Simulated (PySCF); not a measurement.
CH₈N₂OSi, SMILES CN[Si@@H](N)O.

Geometry: ωB97X-D3(BJ)/def2-SVP. The structure was generated by enumeration; whether it is a known compound was not checked. The values are those of a single conformer.

Two levels are set side by side: PBE/def2-TZVP (PySCF) and ωB97X/def2-TZVP (PySCF). Same geometry, gas phase. Differences are taken from unrounded values.

| quantity | ωB97X |
|---|---|
| orbital gap (eV) | 12.33 |
| highest occupied level (eV) | -9.20 |
| lowest empty level (eV) | 3.13 |
| dipole moment (D) | 0.95 |
| mean polarisability (bohr³) | 55.0 |

Problem. What does PBE give, and how far is it from ωB97X? (The exact figures need the calculation; the answer reports its results.)

Solution. 
| quantity | PBE | PBE minus ωB97X |
|---|---|---|
| orbital gap (eV) | 5.58 | -6.74 |
| highest occupied level (eV) | -5.35 | 3.85 |
| lowest empty level (eV) | 0.23 | -2.90 |
| dipole moment (D) | 0.83 | -0.12 |
| mean polarisability (bohr³) | 58.8 | 3.8 |

Without exact exchange PBE keeps part of each electron's self-repulsion, which lifts occupied levels and narrows the gap. Loosely held outer electrons make PBE densities more polarisable. Differences between two approximate levels are no errors against the true value.

Rough cost on one machine, each run with all the roots and properties that it gave: ωB97X against PBE within a factor of 2.
